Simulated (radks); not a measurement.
Results of a calculation; reference values are marked as such.
The caesium ion Cs2+ inside a hard spherical wall (all orbitals vanish at R), configuration held at [Kr] 4d10 5s2 5p5 and not refilled when levels cross. Code: a radial shooting solver on a logarithmic mesh with Libxc functionals. Model: scalar-relativistic Kohn-Sham, PBEsol, spin-polarised, spherical densities, finite nucleus; open shells are filled with parallel spins first (spin-orbit coupling, left out, can overturn this in heavy ions); Fermi nuclear charge, rms radius 4.8041 fm. Eigenvalues in eV for spin up, with the zero of energy where the potential of the charges vanishes at infinity; a dash marks a level that is unbound or too diffuse for the functional's potential to be trusted. A positive occupied level is held by the wall or, in an anion where self-interaction has pushed it up, behind a barrier. The pressure on the wall is -dE/dV.

| R (bohr) | E (hartree) | kinetic (hartree) | e(4p) | e(4d) | e(5s) | e(5p) | e(5d, empty) | e(6s, empty) | pressure (GPa) |
|---|---|---|---|---|---|---|---|---|---|
| free | -7782.5073 | 8198.580 | -177.62 | -91.167 | -43.030 | -29.158 | -12.514 | -11.894 | 0 |
| 12 | -7782.5073 | 8198.580 | -177.62 | -91.167 | -43.030 | -29.158 | -12.514 | -11.893 | < 0.0001 |
| 7 | -7782.5071 | 8198.582 | -177.61 | -91.162 | -43.026 | -29.153 | -12.429 | -11.425 | 0.0130 |
| 6 | -7782.5060 | 8198.598 | -177.57 | -91.118 | -42.991 | -29.117 | -12.182 | -10.392 | 0.202 |
| 4 | -7782.3723 | 8199.655 | -175.40 | -88.998 | -41.357 | -27.189 | -7.609 | 3.292 | 44.1 |
| 3 | -7781.2678 | 8205.653 | -167.15 | -81.039 | -33.968 | -17.864 | 7.791 | 42.288 | 715 |
| 1.5 | -7731.9156 | 8379.943 | -76.451 | 12.256 | 158.23 | 200.42 | 263.64 | 587.23 | 159000 |
